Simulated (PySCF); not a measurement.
## Computed properties of B(H)(OH)(iPr) (C3H9BO), SMILES C(C)(BO)C

B(H)(OH)(iPr) (C₃H₉BO), SMILES B(O)C(C)C. Geometry: B3LYP-D3(BJ)/def2-SVP. The structure was generated by enumeration, and PubChem lists no compound with its InChIKey, so it may never have been made. Other conformers were not sampled. All values are computed for the isolated molecule unless a solvent is named; none is compared with measurement here.

**Structure.** All 36 harmonic modes at B3LYP-D3(BJ)/def2-SVP (PySCF) are real, so it is a minimum. With heavy atoms numbered as in [BH:1]([OH:3])[CH:5]([CH3:6])[CH3:7], the shortest bond between them is B1–O3 at 1.353 Å and the longest B1–C5 at 1.585 Å.

**Vibrations.** The strongest infrared lines (harmonic, unscaled, degenerate partners summed) lie at 2578 cm⁻¹ (166 km/mol, H 91 %, B 9 %), 1417 cm⁻¹ (142 km/mol, H 40 %, B 37 %, O 13 %, C 11 %), 1394 cm⁻¹ (81 km/mol, H 56 %, B 19 %, C 18 %). The softest mode is at 69 cm⁻¹ and the zero-point energy is 75.8 kcal/mol.

**Electronic structure.** M06-2X/def2-TZVP (PySCF) places the frontier levels at -9.36 and 0.90 eV, a gap of 10.26 eV, and gives a dipole moment of 1.84 D and a mean polarisability of 54.5 bohr³. PBE/def2-TZVP (PySCF) at the same geometry gives -6.66 and -0.91 eV, so its gap is 4.51 eV narrower. An orbital gap is neither the optical nor the fundamental gap.

**Excitations.** TDA-M06-2X/def2-SVPD (PySCF) has S1 at 6.41 eV (193 nm, f = 0.002, dark); the most intense of the 10 singlets computed lies at 8.87 eV (f = 0.07). T1 (TDA) is at 6.04 eV, 0.37 eV under S1. TDA-PBE/def2-SVPD (PySCF) puts S1 at 5.90 eV. No vertical singlet excitation falls in the visible range (under 3.1 eV).

**NMR.** GIAO shifts at PBE0/pcSseg-1 (PySCF) (non-relativistic, atoms alike by connectivity averaged): ¹³C from 18.3 to 24.9 ppm against TMS; ¹H from 1.1 to 6.0 ppm against TMS; ¹¹B at 38.1 ppm against BF3.
